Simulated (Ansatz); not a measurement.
Spectroscopic constants of LiAl, multiplicity 3 (not the ground state: that is measured with 2S+1 = 1).

The constants come from a fifth-degree fit in 1/R (seven points, main isotopes). In def2 and cc sets the state is the lowest found near the PBE0 minimum, followed along R.

The values were computed with Ansatz (an electronic-structure program). Each number belongs to the level named beside it.

Energies at wB97X-V/def2-TZVPP:

| R (Å) | E (hartree) |
|---|---|
| 2.453698 | -249.81823313 |
| 2.519658 | -249.81918222 |
| 2.580341 | -249.81957057 |
| 2.648939 | -249.81955161 |
| 2.717537 | -249.81914175 |
| 2.796688 | -249.81829457 |
| 2.889032 | -249.81694219 |

Q: With a reduced mass of 5.5681 u, find the minimum, the force constant and the constants.

A: A fifth-degree polynomial in 1/R puts the minimum at r_e = 2.6110 Å with force constant 41.0 N/m. Then ω_e = (1/2πc)√(k/μ) = 354 cm⁻¹ and B_e = h/(8π²cμr_e²) = 0.4441 cm⁻¹; the cubic and quartic terms give α_e = 0.0062 and ω_e x_e = 4.2 cm⁻¹.
